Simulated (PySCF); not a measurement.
**HAsS: from structure and modes to constants**

Method: PBE0 in PySCF with As def2-TZVP, S def2-TZVP, H def2-TZVP; no relativity; density-fitted integrals.

The singlet minimum has Cs symmetry. Masses (u): As 74.92160, S 31.97207, H 1.00782.

```xyz
3
charge 0 multiplicity 1, angstrom
As    0.4588    0.0000   -0.3899
S    -1.1262    0.0000    0.8933
H     1.6348    0.0000    0.6191
```

Harmonic wavenumbers (cm⁻¹): 563.9 (a', ×1), 802.3 (a', ×1), 2062.1 (a', ×1).

**Question.** Find the principal moments of inertia and the rotational constants. What kind of rotor is it?

**Answer.** About the centre of mass I = 2.2996, 94.006, 96.306 u Å². With B = 16.8576/I this gives 7.331, 0.1793, 0.175 cm⁻¹. The molecule is an asymmetric top with κ = -1.00.

**Question.** What is the harmonic zero-point energy?

**Answer.** Half the sum of all 3 wavenumbers, 3428/2 = 1714 cm⁻¹, which is 20.5 kJ/mol (1 cm⁻¹ = 0.0119627 kJ/mol).

**Question.** Give the standard entropy (298.15 K, 1 bar) by its translational, rotational, vibrational and spin parts, and Cp.

**Answer.** Sackur–Tetrode with M = 107.90 u gives 167.2; rotation with symmetry number 1 gives 89.9; vibration 3.0; spin R ln 1 = 0.0. The total is 260.1 J/(mol K), and Cp = 4 R + 7.4 = 40.6 J/(mol K).

Other isomers or separated fragments may lie lower.
